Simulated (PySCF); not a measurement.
**Simulated absorption spectrum**

Species: C9H7NS.
SMILES: `C1=CC=C(C2=CC=CS2)N=C1`

Method used: PySCF 2.14.0, density-fitted response routines, TDDFT wB97X-D/def2-SVPD, vertical, gas phase, core orbitals frozen in the response. One conformer (not necessarily the lowest) at the PBE0-D3(BJ)/def2-SVP geometry, without solvent, vibrations or thermal averaging. Torsions of this conformer, `[cH:1]1[cH:2][cH:3][c:4](-[c:5]2[cH:6][cH:7][cH:8][s:9]2)[n:10][cH:11]1`: C3–C4–C5–C6 180°.

Computed states:

```json
{"state": "S1", "E (eV)": "4.47", "f": "0.456"}
{"state": "S2", "E (eV)": "4.81", "f": "0.0017"}
{"state": "S3", "E (eV)": "5.04", "f": "0.020"}
{"state": "S4", "E (eV)": "5.28", "f": "0.0013"}
{"state": "S5", "E (eV)": "5.34", "f": "0.054"}
{"state": "S6", "E (eV)": "6.10", "f": "0.0009"}
{"state": "S7", "E (eV)": "6.22", "f": "0.020"}
{"state": "S8", "E (eV)": "6.38", "f": "0.037"}
{"state": "S9", "E (eV)": "6.54", "f": "0.0007"}
{"state": "S10", "E (eV)": "6.61", "f": "0.0004"}
```

Each state is given a Gaussian of 0.5 eV full width at half maximum, with ε(max) = 2.175×10⁸ f / Δν̃ (Δν̃ the width in cm⁻¹). The cross-section is σ = 3.8235×10⁻²¹ ε cm², given in Mb (10⁻¹⁸ cm²). The width is an assumption, not a result. The curve ends short of the highest state used, and states not computed would add to its high-energy end.

(1) Give the broadened spectrum and its maxima.

(2) Coming from long wavelengths, where does ε first pass 100 L mol⁻¹ cm⁻¹?

(3) On this curve, what absorbance would a 10⁻⁵ mol/L sample give at 222 nm over a 1 cm path?

## Answers

(1) 
```
E (eV)  σ (Mb)
  3.72    0.18
  3.79    0.55
  3.85    1.30
  3.92    3.23
  3.98    6.47
  4.05   13.15
  4.11   22.13
  4.18   36.73
  4.24   52.01
  4.31   70.57
  4.38   85.89
  4.44   93.27
  4.51   92.90
  4.57   85.07
  4.64   69.70
  4.70   54.34
  4.77   37.58
  4.83   26.24
  4.90   17.39
  4.96   13.24
  5.03   11.38
  5.09   11.36
  5.16   12.17
  5.23   12.99
  5.29   13.21
  5.36   12.61
  5.42   11.32
  5.49    9.17
  5.55    7.09
  5.62    4.84
  5.68    3.32
  5.75    2.20
  5.81    1.85
  5.88    2.13
  5.94    2.93
  6.01    4.41
```

Maxima: 277 nm (4.47 eV), ε about 25000, made up of S1 (100%); 235 nm (5.28 eV), ε about 3500, made up of S3 (16%) and S5 (81%) (ε in L mol⁻¹ cm⁻¹; maxima over ε = 5, shares over 10%). At its high-energy end, 6.01 eV, the curve is still rising (ε about 1200, from S7 and S8).

(2) At about 329 nm (3.77 eV), 0.70 eV below S1.

(3) 222 nm is 5.585 eV, where ε is about 1500 L mol⁻¹ cm⁻¹, so A = ε c l ≈ 0.015 (Beer–Lambert, with the gas-phase spectrum and the assumed width).

Hardware: 2 threads of an Intel Xeon at 2.50 GHz, shared host with 64 logical CPUs at a one-minute load of 57. Cost: 2.6 min wall, 5.5 min CPU, 1.8 GiB resident at most.
